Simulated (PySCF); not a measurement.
Structure problem from calculated spectra and properties.

Formula: C4H6OSSi.

- Triplet: lowest triplet excitation (Tamm–Dancoff): 3.72 eV [TDA CAM-B3LYP/def2-SVPD]
- 13C NMR: chemical shifts (computed TMS as zero) by class: 143.3 (1 C), 140.9 (1 C), 112.0 (1 C), 106.2 (1 C) ppm [GIAO KT2/pcSseg-2]
- Rotational structure: rotational constants A, B, C: 4.364, 1.228, 0.969 GHz [PBE0-D3(BJ)/def2-SVP]
- NMR, other nuclei: isotropic shieldings of nuclei other than C and H, by class: 24 (1 O), 414 (1 Si), 597 (1 S) ppm [GIAO KT2/pcSseg-2]
- Dipole: 1.18 D [CAM-B3LYP/def2-SVPD]
- Valence photoelectron: vertical ionisation energy: 8.01 eV [ΔSCF CAM-B3LYP/def2-SVPD]

The electronic properties come from PySCF, for the isolated species, density fitting. Levels stand in brackets. The structure is a single PBE0-D3(BJ)/def2-SVP conformer in the gas phase; no vibrational or solvent corrections. NMR values are class means; diastereotopic atoms form classes of their own.

Problem. What is the compound? Reason from the data.

Solution. Numbering: `[SiH3:1][S:2][c:3]1[cH:4][cH:5][cH:6][o:7]1`. Its formula, C4H6OSSi, gives 3 degrees of unsaturation: 1 ring and 2 π bonds in the structure found (Kekulé form). 4 carbons fall into 4 classes; from least to most shielded: substituted aromatic carbon [C3] (143.3 ppm), aromatic CH next to a ring oxygen [C6] (140.9 ppm), aromatic CH carbon [C5] (112.0 ppm), aromatic CH carbon [C4] (106.2 ppm). The other shieldings belong to: 24 ppm, furan-type oxygen [O7]; 414 ppm, SiH3 silicon [Si1]; 597 ppm, sulfur bonded to C and Si [S2]. The first electron is taken from the HOMO, whose largest Löwdin shares are 0.30 on the sulfur bonded to C and Si, 0.18 on the aromatic CH next to a ring oxygen, 0.16 on the substituted aromatic carbon and 0.14 on an aromatic CH carbon. The optimised geometry has point group Cs and is an asymmetric top. Structure: `c1ccoc1S[SiH3]`. Computed isomers that give other values at the same levels: `[SiH3]Oc1cccs1` (rotational constant A: 4.723 GHz; this holds for the one conformer computed). The assignments are read from this structure; whether some other isomer fits the data as well wasn't checked.

The values belong to the conformer `[SiH3:1][S:2][c:3]1[cH:4][cH:5][cH:6][o:7]1`: Si1–S2–C3–C4 180°.
